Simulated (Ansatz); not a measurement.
Stretching the Si4–H5 bond in GaH5Si (SMILES [SiH3][GaH2]) (multiplicity 1 held, fragments rigid). Energies count from the point at 1.488 Å.
Geometry at that point (charge 0, multiplicity 1):
```xyz
7

Ga     0.021    -0.380    -0.730
H     -1.289    -0.516    -1.595
H      1.359    -0.963    -1.325
Si    -0.039     0.733     1.421
H     -0.049     2.204     1.201
H      1.134     0.411     2.271
H     -1.269     0.388     2.179
```

U- levels take the lowest unrestricted solution at each point, which mixes spins at long bonds. Active spaces are followed from a long bond inwards. Levels need not reach the same state.

Cores are frozen in the correlated methods. Filled d and f shells under p-block atoms count as core.

Run with Ansatz (Gaussian basis) for Hartree–Fock, density functionals and correlated methods. 

Energies in eV.

```
R (Å)  U-SCS-MP2/def2-SVP  U-CCSD(T)/def2-SVP  SC-NEVPT2 on CASSCF(2,2)/def2-SVP  FIC-NEVPT4(SD) on CASSCF(2,2)/def2-SVP  FIC-MRCISD on CASSCF(2,2)/def2-SVP  FIC-MRCISD+Q on CASSCF(2,2)/def2-SVP
-----  ------------------  ------------------  ---------------------------------  --------------------------------------  ----------------------------------  ------------------------------------
1.190                1.31                1.32                               1.36                                    1.33                                1.32                                  1.32
1.339                0.26                0.27                               0.29                                    0.27                                0.27                                  0.27
1.488                0.00                0.00                               0.00                                    0.00                                0.00                                  0.00
1.637                0.16                0.15                               0.12                                    0.14                                0.14                                  0.15
1.785                0.54                0.51                               0.45                                    0.49                                0.49                                  0.50
2.008                1.27                1.18                               1.10                                    1.16                                1.16                                  1.18
2.232                2.23                1.86                               1.74                                    1.82                                1.82                                  1.84
2.604                3.23                2.79                               2.59                                    2.69                                2.69                                  2.72
2.975                3.54                3.37                               3.12                                    3.22                                3.23                                  3.25
3.422                3.65                3.62                               3.41                                    3.52                                3.53                                  3.55
4.017                3.69                3.69                               3.54                                    3.64                                3.66                                  3.67
4.761                3.70                3.70                               3.57                                    3.67                                3.69                                  3.70
```

Doubts at one or more of the structures used: a spin-contaminated determinant (U-SCS-MP2/def2-SVP, U-CCSD(T)/def2-SVP); T1 above 0.05 (U-CCSD(T)/def2-SVP).

Ansatz is a first-principles code.
